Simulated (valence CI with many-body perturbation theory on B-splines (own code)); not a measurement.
## Sensitivity of CI+MBPT for Ag⁷⁺

Computed by relativistic CI+MBPT: four valence electrons over a frozen Dirac-Fock core [Kr], radial functions for each j: 6 s, 6 p, 5 d, 5 f, 1 g, with the one-electron correlation potential Σ1 (screened to all orders), the two-electron term Σ2, the three-electron term Σ3, Breit, model QED; selected single and double excitations, second order for the rest, scaled by the run's own slope (own B-spline code, finite nucleus).

Set against measurement, 21 paired levels are off by 414 cm⁻¹ on average, the worst by 898. Only levels of the ground parity were solved; by the run's estimate the other parity begins above the list, which can be wrong where configurations are misplaced.

The reference run has the lowest level 4d⁴ ⁵D_0 and an ionisation energy of 125.519 eV. Its largest variational space holds 9905 state functions.

Names give the largest LS component (configuration and term), which can be under half, so a name can repeat, a term be missing and a line seem to break the LS rules; names also repeat where a configuration has a term twice.

Changed runs:
A. factor on the speed of light 1 → 100; QED terms on → off; highest l with Σ1, explicit Σ2 and valence Breit (higher l get mean screening factors) 3 → 0
B. selection threshold (hartree) 2e-08 → 2e-07
C. lowest core n in screening and Σ2 2 → 1
D. Davidson iteration limit 60 → 2 (bad on purpose)

Excitation energies of the reference run in cm⁻¹, and shifts in cm⁻¹:

| Level | Reference | A | B | C | D |
| --- | --- | --- | --- | --- | --- |
| 4d⁴ ⁵D_1 | 1289 | -1289 | +0.1 | 0 | +0.1 |
| 4d⁴ ⁵D_2 | 3137 | -3136 | +0.1 | 0 | +0.2 |
| 4d⁴ ⁵D_3 | 5206 | -5206 | +0.2 | 0 | +0.2 |
| 4d⁴ ⁵D_4 | 7371 | -7371 | +0.1 | 0 | +0.2 |
| 4d⁴ ³P_0 | 22172 | +1499 | -0.2 | 0 | +0.2 |
| 4d⁴ ³H_4 | 22883 | +1468 | 0 | 0 | +0.5 |
| 4d⁴ ³H_5 | 25658 | -1306 | -0.3 | 0 | +0.4 |
| 4d⁴ ³G_3 | 27077 |  | -0.1 | 0 | +0.5 |
| 4d⁴ ³P_1 | 27253 | -3582 | -0.4 | 0 | +0.2 |
| 4d⁴ ³H_6 | 27523 | -3172 | -0.2 | 0 | +0.1 |
| 4d⁴ ³F_2 | 28382 |  | -0.3 | 0 | +0.7 |
| 4d⁴ ³F_4 | 29533 | -4175 | -0.1 | 0 | +0.7 |
| Ionisation energy (eV) | 125.519 | +0.781 | +9.1e-05 | 0 | 0 |

A blank means that the level has no clear partner in that run.

No effect on these energies: C.

Run D: The Davidson iterations stopped at their limit.
